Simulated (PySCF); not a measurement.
## WCl2, quintet: data card

Level of theory: UPBE0/[W def2-TZVP with ECP60, Cl def2-TZVP], scalar-relativistic core potentials, density fitting, no spin–orbit coupling, PySCF.

The structure is a minimum.

Z-matrix (Å, degrees; charge 0 multiplicity 5):
```
W
Cl 1 2.2674
Cl 1 2.2674 2 141.35
```

```
Point group                                                                   : C2v
Bond lengths                                                                  : W–Cl 2.267 Å (×2)
Bond angles                                                                   : Cl–W–Cl 141.3°
Entropy at 298.15 K and 1 bar (electronic part: spin only)                    : 322.9 J/(mol K)
Rotational symmetry number                                                    : 2
Principal quadrupole moments (Buckingham, traceless) about the centre of mass : -7.37, 2.99, 4.38 D Å
Rotational constants                                                          : 0.5908, 0.05265, 0.04834 cm⁻¹
Atomisation energy without zero-point energy                                  : 879 kJ/mol
Heat capacity Cp at 298.15 K                                                  : 53.9 J/(mol K)
Dipole moment                                                                 : 1.55 D
Enthalpy at 298.15 K above 0 K                                                : 13.70 kJ/mol
Zero-point energy                                                             : 5.1 kJ/mol
Highest occupied level (α)                                                    : -6.13 eV
Principal polarisabilities                                                    : 53.5, 57.0, 88.0 bohr³
Lowest empty level (α)                                                        : -3.35 eV
Spin squared ⟨S²⟩                                                             : 6.018
```

Harmonic modes (masses in u: W 183.951, Cl 34.969):
| symmetry | ω (cm⁻¹) | IR (km/mol) | μ (u) |
| --- | --- | --- | --- |
| a1 | 62 | 2.3 | 42.92 |
| a1 | 389 | 8.3 | 36.34 |
| b2 | 398 | 106 | 43.98 |

In C2v the vibrations span 2a1 + b2. Here b1 is antisymmetric to the molecular plane and b2 lies in it.

Charges (e):
```tsv
atom	Mulliken	Löwdin	polar tensor	spin (Mulliken)	Mayer order to W1
W1	0.69	-0.04	1.10	4.02	–
Cl2,3	-0.35	0.02	-0.55	-0.01	1.12
```

Mulliken populations on W1 (electrons outside its core potential): s 2.74, p 6.24, d 4.28, f 0.04.

Formally W is in oxidation state +2, d4, with 4 unpaired electrons (the high-spin count). The Mulliken spin on W is 4.02. The polar-tensor charge on W, 1.10, is far below the formal one.

Other isomers or separated fragments may lie lower. Open d and f shells are described by one determinant, and the ground state may have another occupation or spin. No spin–orbit coupling is included, which matters more the heavier the element.

The final relaxation and frequency run took 38 s on 4 threads of a shared Arm Neoverse V2 host, with 114 basis functions and 12 gradients; the process peaked at 1.1 GiB. Launch command: `OMP_NUM_THREADS=4 python axn.py task.json out`.
